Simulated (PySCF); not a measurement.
**Mg: excitation energy**

Mg [Ne] 3s2 (1S) → Mg [Ne] 3p2 (3P), as a difference of total energies. Calculation: PySCF 2.14, in aug-cc-pCVDZ; no relativity, point nucleus. Correlated levels: nothing frozen. The calculations carry no spin-orbit coupling.

```csv
method,excitation energy (cm⁻¹)
UHF,50698
MP2 (all electrons),55054
SCS-MP2 (all electrons),56486
CCSD (all electrons),56366
CCSD(T) (all electrons),56503
```

Errors of the correlated levels include the incompleteness of this basis.

For comparison: 57854 cm⁻¹ (measured; NIST levels, between the centres of gravity of the two terms).
